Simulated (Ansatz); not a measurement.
GeH9N3Si, SMILES `N[SiH2][NH][GeH2][NH2]`, relaxed with RKS PBE0-D4/def2-TZVP in the Gaussian-basis code of Ansatz from a GFN2-xTB geometry. The force threshold is 0.005 eV/Å; the program also tests the step.

Charge 0, multiplicity 1.

Start:

```xyz
14

N    -2.285   -0.603    0.745
Si   -1.443    0.578   -0.190
N    -0.111   -0.175   -0.997
Ge    1.478   -0.679   -0.260
N     2.476    0.725    0.285
H    -1.750   -1.228    1.326
H    -3.134   -0.337    1.215
H    -0.864    1.687    0.585
H    -2.378    1.043   -1.213
H    -0.378   -0.711   -1.806
H     2.245   -1.386   -1.338
H     1.314   -1.544    0.964
H     2.155    1.213    1.109
H     2.674    1.417   -0.425
```

```tsv
step	energy (eV)	largest force (eV/Å)	largest move (Å)
1	-69001.3320	0.799	0.000
2	-69001.4028	0.439	0.067
3	-69001.4165	0.174	0.058
4	-69001.4391	0.127	0.200
5	-69001.4482	0.399	0.196
6	-69001.4588	0.260	0.074
7	-69001.4739	0.201	0.195
8	-69001.4818	0.306	0.195
9	-69001.4895	0.181	0.082
10	-69001.4978	0.105	0.161
11	-69001.5010	0.204	0.149
12	-69001.5033	0.064	0.022
13	-69001.5043	0.030	0.041
14	-69001.5049	0.025	0.058
15	-69001.5051	0.016	0.038
16	-69001.5052	0.010	0.017
17	-69001.5052	0.011	0.020
18	-69001.5053	0.006	0.015
19	-69001.5053	0.010	0.013
20	-69001.5053	0.004	0.003
```

End:

```xyz
14

N    -2.740   -0.618    0.384
Si   -1.334    0.352    0.264
N    -0.108   -0.452   -0.617
Ge    1.673   -0.574   -0.152
N     2.638    0.984   -0.261
H    -2.722   -1.526    0.820
H    -3.650   -0.193    0.439
H    -0.656    0.692    1.552
H    -1.833    1.619   -0.343
H    -0.337   -0.800   -1.536
H     2.294   -1.571   -1.142
H     1.761   -1.015    1.315
H     2.398    1.667    0.444
H     2.616    1.434   -1.166
```

It took 37 s on 2 threads of an AMD EPYC 7R13 on a shared host and a share of an NVIDIA H100 80 GB, with 0.86 GiB of host memory at the peak.
